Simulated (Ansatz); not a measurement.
Calculated with Ansatz (gas phase, PBE0-D4/def2-TZVP geometries, no zero-point term in ΔE). CCSD(T)/CBS is the MP2 limit (def2-TZVPP, def2-QZVPP) plus CCSD(T) − MP2 in def2-TZVPP, frozen cores. This one scheme is used for every species. Functionals use def2-TZVPP. For Ge outer-core shells are correlated without core-valence functions, which leaves a few kJ/mol of doubt a bond. Scalar relativity is left out up to krypton. Each species was taken in one conformer, which may not be the lowest.

Reaction (ligand exchange at a Ge–C bond): `[SiH3][CH2][GeH2][SH]` + `O[SiH3]` → `[SiH3][O][GeH2][SH]` + `C[SiH3]`

```
                species  ωB97X-V energy (Eh)
`[SiH3][CH2][GeH2][SH]`          -2807.36439
              `O[SiH3]`           -367.12562
  `[SiH3][O][GeH2][SH]`          -2843.33915
              `C[SiH3]`           -331.17281
```

**Question.** Work out ΔE.

**Answer.** ΔE = (-2843.33915) + (-331.17281) − (-2807.36439) − (-367.12562) = -0.02195 Eh = -57.6 kJ/mol. CCSD(T)/CBS gives -50.9 kJ/mol.

Largest T1 diagnostic among the species: 0.012.

In def2-TZVPP, CCSD(T) changes the Hartree–Fock value by +20.0 kJ/mol (the triples alone add +1.6 kJ/mol) and MP2 by +22.1 kJ/mol. The D4 term adds +3.1 kJ/mol with B3LYP and +1.7 kJ/mol with PBE0; it sums over pairs of atoms, weighted by their polarisabilities, and B3LYP, whose exchange is more repulsive, gets the larger term.

B3LYP here is the variant with VWN-RPA as its local correlation; programs differ in this.
